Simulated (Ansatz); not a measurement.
Mo₃H₆S₈⁺, relaxed as a doublet with UKS r2SCAN-D4/def2-SVP in Ansatz, starting from the r2SCAN-D4/def2-SVP geometry of the neutral singlet. Force threshold 0.03 eV/Å.

In the def2 sets Mo takes a core potential; there is no spin–orbit coupling.

Start:

```
atom    x (Å)    y (Å)    z (Å)
 Mo1   0.6361  -0.8731  -0.5735
 Mo2   0.9445   0.8416   1.1560
 Mo3  -1.5980   0.3800   0.0816
  S4   1.4311   0.0323  -2.3443
  S5  -1.0532   1.3914   2.0580
  S6   1.8578  -2.6225   0.4095
  S7  -1.5517  -1.9644  -0.8354
  S8   1.7963   2.5873  -0.0294
  S9   2.3868  -0.1341   2.6588
 S10  -2.0020   1.9741  -1.4984
 S11  -3.6247  -0.3997   0.8749
 H12   2.2638  -3.1366  -0.7825
 H13  -1.5701  -1.5959  -2.1440
 H14   1.9079   1.9315  -1.2543
 H15   2.8047  -1.2791   2.0365
 H16  -0.6707   2.2815  -1.5683
 H17  -3.9586   0.5856   1.7548
```

```json
{"step": "1", "energy (eV)": "-92322.8884", "largest force component (eV/Å)": "1.651", "SCF passes": "64"}
{"step": "2", "energy (eV)": "-92323.1689", "largest force component (eV/Å)": "0.967", "SCF passes": "48"}
{"step": "3", "energy (eV)": "-92323.2700", "largest force component (eV/Å)": "0.303", "SCF passes": "41"}
{"step": "4", "energy (eV)": "-92323.3091", "largest force component (eV/Å)": "0.139", "SCF passes": "40"}
{"step": "5", "energy (eV)": "-92323.3207", "largest force component (eV/Å)": "0.214", "SCF passes": "34"}
{"step": "6", "energy (eV)": "-92323.3269", "largest force component (eV/Å)": "0.215", "SCF passes": "33"}
{"step": "7 (rejected)", "energy (eV)": "-92323.3240", "largest force component (eV/Å)": "0.080", "SCF passes": "36"}
{"step": "8", "energy (eV)": "-92323.3298", "largest force component (eV/Å)": "0.043", "SCF passes": "34"}
{"step": "9", "energy (eV)": "-92323.3302", "largest force component (eV/Å)": "0.021", "SCF passes": "33"}
```

Force components are those of the run's own axes.

End:

```csv
atom,x (Å),y (Å),z (Å)
Mo1,0.7553,-0.9887,-0.5709
Mo2,1.0256,0.7449,1.0552
Mo3,-1.8568,0.3905,0.1428
S4,1.5898,-0.1796,-2.3433
S5,-0.9670,1.3941,1.9520
S6,2.1110,-2.5854,0.3689
S7,-1.5024,-1.8291,-0.8524
S8,1.9188,2.4597,-0.1148
S9,2.4260,-0.0766,2.6490
S10,-2.2329,1.9808,-1.4276
S11,-3.8565,-0.4118,0.8795
H12,2.4195,-3.2518,-0.7780
H13,-1.6490,-1.4827,-2.1602
H14,2.1624,1.8107,-1.3138
H15,2.9363,-1.2401,2.1462
H16,-1.0230,2.5886,-1.2303
H17,-4.2572,0.6763,1.5975
```

By distances, no bond broke or formed. The bond that changes most is Mo1–Mo2, from 2.45 to 2.39 Å (atoms count from 1).

No frequencies were taken in this run, so the end may be a saddle point.

Hardware: 2 threads of AMD EPYC 7R13 on a shared host and a share (18 GiB) of an NVIDIA H100 80GB HBM3. Wall time 38 s, peak host memory 1 GiB.
